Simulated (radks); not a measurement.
The numbers below are computed, except where a source is named.
Question: Species: neutral tungsten. Configuration: [Xe] 4f14 5d4 6s1 6p1 (not the ground configuration). Code: a radial shooting solver on a logarithmic mesh with Libxc functionals. Model: scalar-relativistic Kohn-Sham, LDA (Slater exchange, Perdew-Wang correlation), spin-unpolarised, spherical densities, finite nucleus; Fermi nuclear charge, rms radius 5.3658 fm. Some entries of the table are withheld. Estimate them.

| orbital | occ. | eigenvalue (hartree) | <1/r> (bohr^-1) | <r^2> (bohr^2) |
|---|---|---|---|---|
| 1s | 2 | -2550.888 | 86.98 | 0.0004637 |
| 2s | 2 | -440.4020 | 20.34 | 0.007130 |
| 2p | 6 | -385.4264 | 18.44 | 0.005895 |
| 3s | 2 | -101.4555 | 7.530 | 0.04631 |
| 3p | 6 | -85.16762 | 6.957 | 0.04704 |
| 3d | 10 | -66.36528 | 6.575 | 0.03900 |
| 4s | 2 | -20.95073 | 3.204 | 0.2285 |
| 4p | 6 | (1) | 2.911 | 0.2603 |
| 4d | 10 | -8.81510 | 2.590 | 0.3034 |
| 5s | 2 | -2.97181 | 1.255 | 1.279 |
| 5p | 6 | -1.65348 | 1.054 | 1.769 |
| 4f | 14 | -1.28894 | 2.085 | 0.4643 |
| 6s | 1 | -0.25601 | 0.4105 | 10.87 |
| 5d | 4 | -0.22436 | 0.6558 | 4.938 |
| 6p | 1 | -0.08274 | (2) | 23.63 |

Answer: 
(1) 4p eigenvalue (hartree): -15.60313
(2) 6p <1/r> (bohr^-1): 0.2795
